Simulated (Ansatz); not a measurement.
One change: `[SiH3][O][Sn][Br]` becomes `[NH2][Sn][O][SiH3]`.

Ansatz, PBE0-D4/def2-TZVP geometries, multiplicity 1. Each molecule was computed in one conformer, which needn't be the lowest.

Elements past krypton have def2 core potentials. Scalar relativity is left out up to krypton. Spin–orbit coupling is left out; it splits and shifts lone-pair levels of the heavy atoms by tenths of an eV.

```tsv
property	`[SiH3][O][Sn][Br]`
LUMO energy (PBE/def2-TZVPP) / eV	-3.50
size of the dipole moment (PBE/def2-TZVPP) / D	2.63
HOMO–LUMO gap (PBE/def2-TZVPP) / eV	3.32
HOMO energy (B3LYP/def2-TZVPP) / eV	-7.71
HOMO energy (ωB97M-V/def2-TZVPP) / eV	-9.96
LUMO energy (B3LYP/def2-TZVPP) / eV	-3.07
```

(1) Give the same properties after the change, and the shifts. (An estimate is asked.)

Answers

(1) The calculation gave: 
```csv
property,`[NH2][Sn][O][SiH3]`,shift
LUMO energy (PBE/def2-TZVPP) / eV,-2.48,1.02
size of the dipole moment (PBE/def2-TZVPP) / D,2.44,-0.19
HOMO–LUMO gap (PBE/def2-TZVPP) / eV,3.67,0.35
HOMO energy (B3LYP/def2-TZVPP) / eV,-7.22,0.49
HOMO energy (ωB97M-V/def2-TZVPP) / eV,-9.77,0.19
LUMO energy (B3LYP/def2-TZVPP) / eV,-2.04,1.03
```

With PBE0 the HOMO rises by 0.44 eV and the LUMO rises by 1.03 eV, so the gap widens by about 0.59 eV. PBE moves the HOMO by 0.67 eV and ωB97M-V by 0.19 eV. The zero-point energy changes by 63.3 kJ/mol with +6 modes. Dipoles are sizes alone; their direction can turn.

B3LYP here is the variant with VWN-RPA as its local correlation; programs differ in this.
